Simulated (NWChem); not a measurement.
System meant: MgHF; SMILES [F][MgH]

NWChem input:

```
start job
memory heap 200 mb stack 900 mb global 1100 mb
geometry units angstroms noautosym nocenter noautoz
  Mg    -0.000912    -0.592434     0.000000
  H     -0.005451    -2.280246     0.000000
  F      0.000812     1.168665     0.000000
end
basis spherical
  Mg library def2-svp
  H library def2-svp
  F library def2-svp
end
dft
  xc m06-l
  iterations 150
end
property
  shielding
end
task dft property
```

End of the output:

```
 Vector   14  Occ=0.000000D+00  E=-6.022719D-03
              MO Center= -1.7D-02, -1.0D+00,  5.0D-06, r^2= 5.2D+00
   Bfn.  Coefficient  Atom+Function         Bfn.  Coefficient  Atom+Function
  ----- ------------  ---------------      ----- ------------  ---------------
    11      0.813682  1 Mg px                14     -0.245832  1 Mg d -2
     8      0.231018  1 Mg px                 5      0.150412  1 Mg px
    27      0.111787  3 F  px                30     -0.075387  3 F  px

 center of mass
 --------------
 x =  -0.00051296 y =   0.24464452 z =   0.00000000

 moments of inertia (a.u.)
 ------------------
         138.802743868904          -0.160914180008           0.000000000000
          -0.160914180008           0.000211336894           0.000000000000
           0.000000000000           0.000000000000         138.802955205798

     Multipole analysis of the density
     ---------------------------------

     L   x y z        total         alpha         beta         nuclear
     -   - - -        -----         -----         ----         -------
     0   0 0 0     -0.000000    -11.000000    -11.000000     22.000000

     1   1 0 0      0.002638      0.009905      0.009905     -0.017172
     1   0 1 0     -0.515152     -1.323883     -1.323883      2.132614
     1   0 0 1     -0.000000     -0.000000     -0.000000      0.000000

     2   2 0 0     -9.696593     -4.848378     -4.848378      0.000163
     2   1 1 0     -0.020400     -0.059220     -0.059220      0.098039
     2   1 0 1     -0.000000     -0.000000     -0.000000      0.000000
     2   0 2 0    -20.203632    -48.853683    -48.853683     77.503735
     2   0 1 1      0.000000      0.000000      0.000000      0.000000
     2   0 0 2     -9.696549     -4.848275     -4.848275      0.000000

          -----------------------------------------
          Chemical Shielding Tensors (GIAO, in ppm)
          -----------------------------------------

 ------------------------------------------------------------------------
  xm06: d2 not coded                    0
 ------------------------------------------------------------------------
 ------------------------------------------------------------------------
  current input line :
    20: task dft property
 ------------------------------------------------------------------------
 ------------------------------------------------------------------------
 This error has not yet been assigned to a category
 ------------------------------------------------------------------------
 For more information see the NWChem manual at https://nwchemgit.github.io

0: xm06: d2 not coded:Received an Error in Communication
```

Problem. Can this run be used? If not, why, and what is the fix?

Solution. The run crashed. Cause: this functional's second derivatives, which shieldings need, aren't coded here; the fix takes a hybrid GGA instead. This input runs:
```
start job
memory heap 200 mb stack 900 mb global 1100 mb
geometry units angstroms noautosym nocenter noautoz
  Mg    -0.000912    -0.592434     0.000000
  H     -0.005451    -2.280246     0.000000
  F      0.000812     1.168665     0.000000
end
basis spherical
  * library def2-svp
end
dft
  xc pbe0
  iterations 150
end
property
  shielding
end
task dft property
```
It converges to -300.21149 Ha (PBE0/def2-SVP, GIAO).
